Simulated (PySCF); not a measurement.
Exact mass, isotope pattern and composition

Species: `FC1=C[Si@H](C2CCCC2)C=C1`.

All values are calculated from tables of isotopes.

**Question.** Molar mass and exact mass?

**Answer.** For C9H13FSi, with standard atomic weights, 1 × 18.998 + 9 × 12.011 + 1 × 28.085 + 13 × 1.008 = 168.286 g/mol. From the most abundant isotopes (19F, 12C, 28Si, 1H), 1 × 18.998403 + 9 × 12.000000 + 1 × 27.976927 + 13 × 1.007825 = 168.0771 u.

**Question.** Give the isotope pattern of the molecular ion M+•, merging species of the same nominal mass.

**Answer.** 
```
nominal mass  m/z (centroid)  relative intensity
         168        168.0765               100.0
         169        169.0786                15.0
         170        170.0751                 4.3
         171        171.0774                 0.4
```

Cut off at 0.1 %. One electron mass, 0.00055 u, is taken off.

**Question.** Which m/z would the protonated, sodiated and deprotonated molecule have?

**Answer.** [M+H]+ 169.0843, [M+Na]+ 191.0663, [M−H]− 167.0698, for the monoisotopic species (arithmetic only; whether such ions form is another matter).

**Question.** Elemental analysis, calculated?

**Answer.** F 11.29 %, C 64.24 %, Si 16.69 %, H 7.79 %.

**Question.** Count the protons, neutrons and electrons of the monoisotopic species, and give its exact less its nominal mass.

**Answer.** 90 protons, 78 neutrons and 90 electrons; 168.0771 − 168 = +0.0771 u.

**Question.** What resolving power m/Δm just matches the spacing of the species with one 29Si and with one 13C?

**Answer.** They lie 0.00379 u apart at mass 169.08, so m/Δm is about 45000.

**Question.** Find the degree of unsaturation and check the nitrogen rule.

**Answer.** (2 × 10 + 2 + 0 − 14)/2 = 4; the structure has 2 rings and 2 π bonds. The nominal mass 168 is even, with 0 nitrogens, as the rule says.
